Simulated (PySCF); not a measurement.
BrCs, charge -1, doublet, at the geometry of the source list (a state made from the parent by changing its charge; the spin is typed, not shown lowest) (core potentials on Cs) (in this run its highest filled SCF level lies above zero, so its values depend strongly on the basis, on diffuse functions most of all); PBE0/def2-SVP (PySCF).

The PySCF input:
```python
from pyscf import gto, scf, dft

mol = gto.Mole()
mol.atom = '''
    Cs   -1.02520000   -0.71830000   -0.87230000
    Br    1.02520000    0.71830000    0.87230000
'''
mol.basis = 'def2-svp'
mol.ecp = {'Cs': 'def2-svp'}
mol.charge = -1
mol.spin = 1
mol.verbose = 4
mol.build()

mf = dft.UKS(mol)
mf.xc = 'pbe0'
mf.kernel()
```

Write the output that PySCF gives for this input, abridged.


```
PySCF version 2.14.0

[INPUT] verbose = 4
[INPUT] num. atoms = 2
[INPUT] num. electrons = 45
[INPUT] charge = -1
[INPUT] spin (= nelec alpha-beta = 2S) = 1
[INPUT] symmetry False subgroup None
[INPUT] Mole.unit = angstrom
[INPUT] Symbol           X                Y                Z      unit          X                Y                Z       unit  Magmom
[INPUT]  1 Cs    -1.025200000000  -0.718300000000  -0.872300000000 AA   -1.937347222904  -1.357390275275  -1.648408098458 Bohr   0.0
[INPUT]  2 Br     1.025200000000   0.718300000000   0.872300000000 AA    1.937347222904   1.357390275275   1.648408098458 Bohr   0.0

nuclear repulsion = 54.6260490401001
number of shells = 22
number of NR pGTOs = 109
number of NR cGTOs = 56
basis = def2-svp
ecp = {'Cs': 'def2-svp'}

******** <class 'pyscf.dft.uks.UKS'> ********
method = UKS
initial guess = minao
damping factor = 0
level_shift factor = 0
DIIS = <class 'pyscf.scf.diis.CDIIS'>
diis_start_cycle = 1
diis_space = 8
diis_damp = 0
SCF conv_tol = 1e-09
SCF conv_tol_grad = None
SCF max_cycles = 50
direct_scf = True
direct_scf_tol = 1e-13
number electrons alpha = 23  beta = 22
XC library pyscf.dft.libxc version 7.1.2
    S. Lehtola, C. Steigemann, M. J. T. Oliveira, and M. A. L. Marques,  SoftwareX 7, 1–5 (2018)
XC functionals = pbe0
    C. Adamo and V. Barone,  J. Chem. Phys. 110, 6158 (1999)
    M. Ernzerhof and G. E. Scuseria,  J. Chem. Phys. 110, 5029 (1999)
radial grids:
    Treutler-Ahlrichs [JCP 102, 346 (1995); DOI:10.1063/1.469408] (M4) radial grids

becke partition: Becke, JCP 88, 2547 (1988); DOI:10.1063/1.454033
pruning grids: <function nwchem_prune>
grids dens level: 3
symmetrized grids: False
atomic radii adjust function: <function treutler_atomic_radii_adjust>
small_rho_cutoff = 0
Set gradient conv threshold to 3.16228e-05
tot grids = 44136
init E= -2589.30796030137

cycle= 1 E= -2593.70862104748  delta_E= -4.4  |g|= 0.279  |ddm|= 2.06
cycle= 2 E= -2593.75906892155  delta_E= -0.0504  |g|= 0.257  |ddm|=  2.4
cycle= 3 E= -2593.8000222366  delta_E= -0.041  |g|= 0.0509  |ddm|= 0.596
cycle= 4 E= -2593.80128119932  delta_E= -0.00126  |g|= 0.00924  |ddm|= 0.153
cycle= 5 E= -2593.80151374165  delta_E= -0.000233  |g|= 0.00368  |ddm|= 0.136
cycle= 6 E= -2593.80155313251  delta_E= -3.94e-05  |g|= 0.000817  |ddm|= 0.0583
cycle= 7 E= -2593.80155722265  delta_E= -4.09e-06  |g|= 0.000253  |ddm|= 0.0228
cycle= 8 E= -2593.80155735885  delta_E= -1.36e-07  |g|= 4.95e-05  |ddm|= 0.00192
cycle= 9 E= -2593.80155737284  delta_E= -1.4e-08  |g|= 1.16e-05  |ddm|= 0.00117
cycle= 10 E= -2593.80155737395  delta_E= -1.1e-09  |g|= 1.73e-06  |ddm|= 0.000444
cycle= 11 E= -2593.80155737396  delta_E= -1.41e-11  |g|= 5.69e-07  |ddm|= 5.52e-05
Extra cycle  E= -2593.80155737396  delta_E= -2.27e-12  |g|= 2.64e-07  |ddm|= 8.52e-06
converged SCF energy = -2593.80155737396  <S^2> = 0.75005397  2S+1 = 2.000054
```
